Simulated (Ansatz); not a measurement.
System: SnBr, charge 1, singlet. SnBr+ (SMILES [Br][Sn+]).
B3LYP-D3(BJ)/def2-TZVP minimum from Ansatz (a first-principles code):
```
Sn
Br 1 2.4229
```
Charge +1, spin multiplicity 1.

Total energies in def2-QZVPP, 10 correlated electrons, 23 frozen orbitals. Radicals and triplets start from unrestricted determinants; spin-orbit coupling is neglected. Cores are frozen in correlated methods (noble-gas shells, and filled d and f shells in the p block). Past Kr the def2 sets carry scalar-relativistic core potentials. Spin-orbit terms, left out, reach several kcal/mol for Br and I, and more for heavier atoms. The spin of BrSn+ ([Br][Sn+], singlet) was assumed, and the state is the lowest solution found for it.

```csv
method,program,energy (Eh),minus CCSDT(Q) (mEh)
HF,Ansatz,-2785.62863,268.73
MP2,Ansatz,-2785.86364,33.73
CCSD,Ansatz,-2785.88319,14.17
CCSD(T),Ansatz,-2785.89583,1.53
CCSDT(Q),Ansatz,-2785.89736,0.00
```

Rough core times of Ansatz's runs on a shared machine: CCSD(T) 30 s, CCSDT(Q) 10 min.
